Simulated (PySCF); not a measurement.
PySCF 2.14 output of an unrestricted M06-2X calculation on a single atom or ion in aug-cc-pVTZ (5s4p3d2f, 46 functions), with no relativity, point nucleus:

```
SCF conv_tol = 1e-09
number electrons alpha = 3  beta = 1
    Y. Zhao and D. G. Truhlar.,  Theor. Chem. Acc. 120, 215 (2008)
    Y. Zhao and D. G. Truhlar.,  Theor. Chem. Acc. 120, 215 (2008)
cycle= 1 E= -14.4171955846991  delta_E= -0.000694  |g|= 0.00416  |ddm|= 0.253
cycle= 2 E= -14.4172038555369  delta_E= -8.27e-06  |g|= 0.000593  |ddm|= 0.0113
cycle= 3 E= -14.4172041333047  delta_E= -2.78e-07  |g|= 7.76e-05  |ddm|= 0.00391
cycle= 4 E= -14.4172041434725  delta_E= -1.02e-08  |g|= 1.55e-05  |ddm|= 0.000272
cycle= 5 E= -14.4172041440245  delta_E= -5.52e-10  |g|= 1.14e-06  |ddm|= 0.000118
converged SCF energy = -14.4172041440245  <S^2> = 2.000007  2S+1 = 3.0000046
```

The run itself started from symmetry-adapted Hartree-Fock orbitals and held the occupation by maximum overlap, on a logarithmic radial grid, so the iterations belong to that start.

Q: Which element, charge and spin multiplicity is this?

A: Be (beryllium, neutral), multiplicity 3; the state was [He] 2p2, high-spin 3P determinant (an excited configuration).
